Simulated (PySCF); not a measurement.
# What a mistake does to a calculation on CClH4NSi

All numbers below are calculated, not measured. They come from PySCF 2.14.0, an open-source quantum chemistry program, on an isolated molecule that a program drew, which may never have been made. The molecule is CClH4NSi (charge 0, singlet), drawn as the SMILES string `C=[Si](N)Cl`.

Each row is a Hartree-Fock (HF) and frozen-core CCSD(T) single point in the cc-pV(D+d)Z basis, meant for a local HF minimum. Run 1 is clean. Each other run has one planted mistake out of seven kinds, and not every kind appears here: one electron removed, one electron added, multiplicity raised by two, geometry at a saddle point, minimal basis STO-3G, one bond length entered in bohr, all coordinates scaled. The reference is restricted for singlets and unrestricted otherwise, and also for a bond in bohr. Adding or removing an electron swaps singlet and doublet. Electrons count all cores. HOMO and LUMO are orbital energies over both spins, the gradient is its largest component, and the lowest frequency (negative if imaginary) is given only where the gradient is small. Bond lengths are over the 7 bonds as drawn. T1 is the CCSD diagnostic: over 0.02 (restricted) or 0.045 (unrestricted) a single reference is doubtful.

Geometry of the clean run:
```xyz
8
CClH4NSi, angstrom
C     1.0115    0.5993   -0.2434
Si   -0.0324   -0.0932   -1.3576
N    -0.5148    0.4753   -2.8609
Cl   -0.9674   -1.8853   -1.0515
H     1.2285    0.1072    0.6956
H     1.4978    1.5505   -0.4242
H    -0.1913    1.3426   -3.2416
H    -1.1482   -0.0143   -3.4597
```

```
run  electrons  basis functions  <S^2>  HOMO (eV)  LUMO (eV)  gradient (hartree/bohr)  lowest frequency (cm^-1)  mean bond (Å)  longest bond (Å)      T1  HF (hartree)  CCSD(T) (hartree)                     mistake
  1         48               94  0.000      -8.11       3.90                  1.4e-05                       158         1.3665             2.044  0.0116    -843.11777         -843.71144                    no fault
  2         48               94  2.015      -4.27       1.13                  1.6e-01                         -         1.3665             2.044  0.0470    -842.99735         -843.56022  multiplicity raised by two
  3         47               94  0.758     -17.30      -5.54                  8.1e-02                         -         1.3665             2.044  0.0162    -842.87550         -843.43178        one electron removed
  4         48               94  0.000      -8.22       4.65                  1.0e-01                         -         1.2476             1.867  0.0093    -843.02923         -843.60677                           ?
```

**Which mistake was planted in run 4, and what did it cost?**

The mean and the longest bond both change by the same factor, 0.913, and the gradient is no longer small. So the mistake is: all coordinates scaled. Subtracting run 1 and multiplying by 627.51 kcal/mol a hartree, the energy moved by 55.6 kcal/mol in HF and 65.7 kcal/mol in CCSD(T).

Cautions from the logs. Run 2: T1 is over the limit, so its CCSD(T) energy is less reliable.
